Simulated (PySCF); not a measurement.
How methods differ on the ionisation energy of Ta

Ta [Xe] 4f14 5d3 6s2 [5d3/2^3, M_J = 3/2] → Ta⁺ [Xe] 4f14 5d3 6s1 [5d3/2^3 6s1/2^1, M_J = 1], as a difference of total energies. Computed with PySCF 2.14 in x2c-TZVPPall-2c (11s11p10d3f1g, 124 functions), with the two-component X2C-1e Hamiltonian. "Screened" scales the spin-orbit matrix elements by Boettger's factors to mimic the two-electron term; Breit and QED terms are absent.

| method | ionisation energy (eV) | error (eV) |
| --- | --- | --- |
| GHF (spin-free) | 5.789 | -1.761 |
| GHF (screened spin-orbit) | 5.787 | -1.763 |

Reference: 7.550 eV (measured; NIST Atomic Spectra Database, ionization energies).

The spin-free rows relax to the high-spin LS determinant and lack the spin-orbit shift.

Errors of the correlated levels include the incompleteness of this basis and the frozen core.

The labels give the starting determinants; with spin-orbit coupling the two ends relaxed to ⟨J²⟩ = 6.06, ⟨L²⟩ = 11.96, ⟨S²⟩ = 3.79 and ⟨J²⟩ = 5.41, ⟨L²⟩ = 12.00, ⟨S²⟩ = 6.02.

The determinant of Ta and of Ta⁺ mixes levels of different J (the jj label is only the starting occupation), so the difference between spin-free and spin-orbit rows is not the physical spin-orbit shift.
